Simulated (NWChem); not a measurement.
System meant: SiI$_{3}$F; SMILES [Si](I)(I)(F)I

Input file for NWChem:

```
start job
memory heap 200 mb stack 900 mb global 1100 mb
geometry units angstroms noautoz
  F      0.000000     0.000000     2.154330
  Si     0.000000     0.000000     0.539757
  I      1.995415     1.171023    -0.183105
  I      0.016428    -2.313592    -0.183105
  I     -2.011843     1.142569    -0.183105
end
basis spherical
  F library def2-svp
  Si library def2-svp
  I library def2-svp
end
dft
  xc xpbe96 cpbe96
  iterations 150
  mulliken
end
task dft energy
```

End of the output:

```
             Grid Information
             ----------------
          Grid used for XC integration:  medium
          Radial quadrature: Mura-Knowles
          Angular quadrature: Lebedev.
          Tag              B.-S. Rad. Rad. Pts. Rad. Cut. Ang. Pts.
          ---              ---------- --------- --------- ---------
          F                   0.50       49          10.0       434
          Si                  1.10       88           9.0       590
          I                   1.40      123          11.0       590
          Grid pruning is: on
          Number of quadrature shells:   260
          Spatial weights used:  Erf1

          Convergence Information
          -----------------------
          Convergence aids based upon iterative change in
          total energy or number of iterations.
          Levelshifting, if invoked, occurs when the
          HOMO/LUMO gap drops below (HL_TOL):  1.00D-02
          DIIS, if invoked, will attempt to extrapolate
          using up to (NFOCK): 10 stored Fock matrices.

                    Damping( 0%)  Levelshifting(0.5)       DIIS
                  --------------- ------------------- ---------------
          dE  on:    start            ASAP                start
          dE off:    2 iters        150 iters           150 iters

      Screening Tolerance Information
      -------------------------------
          Density screening/tol_rho:  1.00D-10
          AO Gaussian exp screening on grid/accAOfunc:  14
          CD Gaussian exp screening on grid/accCDfunc:  20
          XC Gaussian exp screening on grid/accXCfunc:  20
          Schwarz screening/accCoul:  1.00D-08

      Superposition of Atomic Density Guess
      -------------------------------------

      charge =      53.0 I (Iodine)

      symmetry species            s     p     d     f
      number of basis functions =10     7     6
      number of cont. functions = 4     4     2
      number of closed shells   = 5     3     2
      number of open shells     = 0     1     0
      open shell occupation     = 0     5     0
 ------------------------------------------------------------------------
 atomscf:atomd: error in atom scf                   0
 ------------------------------------------------------------------------
 ------------------------------------------------------------------------
  current input line :
    20: task dft energy
 ------------------------------------------------------------------------
 ------------------------------------------------------------------------
 This error has not yet been assigned to a category
 ------------------------------------------------------------------------
 For more information see the NWChem manual at https://nwchemgit.github.io

0:atomscf:atomd: error in atom scf:Received an Error in Communication
```

Q: Find the fault in this run and fix the input.

A: The program stopped with an error. Cause: the def2 basis of a heavy element holds valence functions alone and wants its effective core potential (without it all electrons must fit into that basis). This input runs:
```
start job
memory heap 200 mb stack 900 mb global 1100 mb
geometry units angstroms noautoz
  F      0.000000     0.000000     2.154330
  Si     0.000000     0.000000     0.539757
  I      1.995415     1.171023    -0.183105
  I      0.016428    -2.313592    -0.183105
  I     -2.011843     1.142569    -0.183105
end
basis spherical
  F library def2-svp
  Si library def2-svp
  I library def2-svp
end
ecp
  I library def2-ecp
end
dft
  xc xpbe96 cpbe96
  iterations 150
  mulliken
end
task dft energy
```
It converges to -1282.16467 Ha (PBE/def2-SVP with def2 effective core potentials on I).
